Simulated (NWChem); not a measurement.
System: GeHOF$_{3}$; SMILES [OH][Ge]([F])([F])[F]

Here is an NWChem input.

```
start job
memory heap 200 mb stack 900 mb global 1100 mb
geometry units angstroms noautoz
  O      1.238828    -1.193874    -0.269957
  Ge    -0.000270    -0.017535    -0.000503
  F     -0.248785     0.997891    -1.352584
  F     -1.453548    -0.836456     0.331549
  F      0.354245     1.017921     1.312408
  H      2.109628    -0.813091    -0.437695
end
basis spherical
  O library def2-svp
  Ge library def2-svp
  F library def2-svp
  H library def2-svp
end
dft
  xc xcamb88 1.00 lyp 0.81 vwn_5 0.19 hfexch 1.00
  cam 0.33 cam_alpha 0.19 cam_beta 0.46
  iterations 150
  vectors input atomic output neutral.movecs
end
task dft energy
charge 1
dft
  odft
  mult 2
  vectors input atomic output cation.movecs
end
task dft energy
```

NWChem printed, in part:

```
             Northwest Computational Chemistry Package (NWChem) 7.3.0
             --------------------------------------------------------

 C1  symmetry detected

                             Geometry "geometry" -> ""
                             -------------------------

 Output coordinates in angstroms (scale by  1.889725989 to convert to a.u.)

  No.       Tag          Charge          X              Y              Z
 ---- ---------------- ---------- -------------- -------------- --------------
    1 O                    8.0000     1.20962619    -1.24229233    -0.14145939
    2 Ge                  32.0000     0.00100448    -0.01301373    -0.00056778
    3 F                    9.0000    -0.05222396     1.01669721    -1.36359193
    4 F                    9.0000    -1.51444394    -0.76772080     0.16295708
    5 F                    9.0000     0.25349225     1.00155179     1.35164967
    6 H                    1.0000     2.10942785    -0.89997599    -0.20928918

 Effective nuclear repulsion energy (a.u.)     449.3952295088

                                 NWChem DFT Module
                                 -----------------

 Summary of "ao basis" -> "ao basis" (spherical)
 ------------------------------------------------------------------------------
       Tag                 Description            Shells   Functions and Types
 ---------------- ------------------------------  ------  ---------------------
 O                          def2-svp                 6       14   3s2p1d
 Ge                         def2-svp                12       32   5s4p3d
 F                          def2-svp                 6       14   3s2p1d
 H                          def2-svp                 3        5   2s1p

            General Information
            -------------------
          SCF calculation type: DFT
          Wavefunction type:  closed shell.
          No. of atoms     :     6
          No. of electrons :    68
           Alpha electrons :    34
            Beta electrons :    34
          Charge           :     0
          Spin multiplicity:     1
          Use of symmetry is: off; symmetry adaption is: off
          Maximum number of iterations: 150
          AO basis - number of functions:    93
                     number of shells:    39
          Convergence on energy requested:  1.00D-06
          Convergence on density requested:  1.00D-05
          Convergence on gradient requested:  5.00D-04

              XC Information
              --------------
                     Hartree-Fock (Exact) Exchange  1.000
                   CAM-Becke88 Exchange Functional  1.000
                      VWN V Correlation Functional  0.190 local
              Lee-Yang-Parr Correlation Functional  0.810

           Range-Separation Parameters
           ---------------------------
           Alpha           :  0.19
           Beta            :  0.46
           Gamma           :  0.33
           Short-Range HF  :     F

             Grid Information
             ----------------
          Grid used for XC integration:  medium
          Radial quadrature: Mura-Knowles
          Angular quadrature: Lebedev.
          Tag              B.-S. Rad. Rad. Pts. Rad. Cut. Ang. Pts.
          ---              ---------- --------- --------- ---------
          O                   0.60       49           7.0       434
          Ge                  1.25      112           8.0       590
          F                   0.50       49          10.0       434
          H                   0.35       45           9.0       434
          Grid pruning is: on
          Number of quadrature shells:   353
          Spatial weights used:  Erf1

      Superposition of Atomic Density Guess
      -------------------------------------

 Sum of atomic energies:       -2448.11145734

      Non-variational initial energy
      ------------------------------

 Total energy =   -2448.725329
 1-e energy   =   -4312.233107
 2-e energy   =    1414.112548
 HOMO         =      -0.495417
 LUMO         =      -0.031961

   convergence    iter        energy       DeltaE   RMS-Dens  Diis-err
 ---------------- ----- ----------------- --------- --------- ---------
 d= 0,ls=0.0,diis     1  -2451.8184865711 -2.90D+03  1.69D-02  1.33D+00
 d= 0,ls=0.0,diis     2  -2451.8259992205 -7.51D-03  7.27D-03  1.71D+00
 d= 0,ls=0.0,diis     3  -2451.9616353699 -1.36D-01  6.31D-04  2.43D-02
 d= 0,ls=0.0,diis     4  -2451.9629329307 -1.30D-03  1.70D-04  1.39D-03
 d= 0,ls=0.0,diis     5  -2451.9629910798 -5.81D-05  7.51D-05  2.15D-04
  Resetting Diis
 d= 0,ls=0.0,diis     6  -2451.9630051220 -1.40D-05  2.02D-05  1.12D-05
 d= 0,ls=0.0,diis     7  -2451.9630059554 -8.33D-07  1.24D-05  1.26D-06
 d= 0,ls=0.0,diis     8  -2451.9630059010  5.44D-08  6.69D-06  2.09D-06

         Total DFT energy =    -2451.963005900970
      One electron energy =    -4310.828416420714
           Coulomb energy =     1529.079062241705
    Exchange-Corr. energy =     -119.608881230740
 Nuclear repulsion energy =      449.395229508779

 Numeric. integr. density =       67.999997805887

                       DFT Final Molecular Orbital Analysis
                       ------------------------------------

 Vector   32  Occ=2.000000D+00  E=-4.919511D-01
              MO Center= -3.5D-01,  5.1D-01,  2.7D-02, r^2= 2.9D+00
   Bfn.  Coefficient  Atom+Function         Bfn.  Coefficient  Atom+Function
  ----- ------------  ---------------      ----- ------------  ---------------
    66      0.357251  4 F  pz                51     -0.258269  3 F  py
    79      0.255635  5 F  py                69     -0.254009  4 F  pz
    80     -0.254330  5 F  pz                50     -0.239419  3 F  px
    52     -0.210472  3 F  pz                54      0.182100  3 F  py
    78      0.182383  5 F  px                82     -0.180452  5 F  py

[...]
```

Level: CAM-B3LYP/def2-SVP, vertical spin-unrestricted ions. All runs use the structure optimised with PBE0/def2-SVP.
